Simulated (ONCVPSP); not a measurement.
# How hard is this Hf ONCV potential?

hafnium (Hf), optimised norm-conserving Vanderbilt (ONCV), made with ONCVPSP 4.0.1 (LDA (Perdew-Wang 92), non-relativistic). Core [Kr] 4d10 4f14, reference 5s2 5p6 5d2 6s1 (charge +1). Waves: 5s+6s: rc 2.35 bohr, ncon 3, nbas 7, qcut 5.4 1/bohr, 2 projectors; 5p: rc 2.25 bohr, ncon 4, nbas 9, qcut 5.4 1/bohr, 2 projectors, debl 3.1 Ha; 5d: rc 3.00 bohr, ncon 3, nbas 8, qcut 4.1 1/bohr, 2 projectors, debl 2.5 Ha. Local part: polynomial inside 1.80 bohr (lpopt 5, dvloc0 6 Ha). Core correction: Teter function, fcfact 5.75, rcfact 1.5.

Task: For each optimised wave give the share of its norm inside rc, the residual kinetic energy above qcut (Ha) and the cutoffs (Ha) for errors of 10, 1, 0.1 and 0.01 mHa per electron.

Result:

```csv
wave,norm inside rc,residual KE,10 mHa,1 mHa,0.1 mHa,0.01 mHa
5s,0.985,3.3e-07,3.4,5.9,10.0,11.9
6s,0.150,1.1e-06,3.0,7.6,10.8,12.9
5p,0.944,4.3e-07,7.3,9.6,11.3,12.9
p projector 2,0.119,1.2e-05,6.8,8.8,10.7,16.7
5d,0.826,6.0e-05,5.6,6.9,8.3,27.3
d projector 2,0.200,3.7e-03,7.5,15.4,39.3,78.4
```

The occupied waves need 9.6 Ha and 11 Ha for 1 and 0.1 mHa.
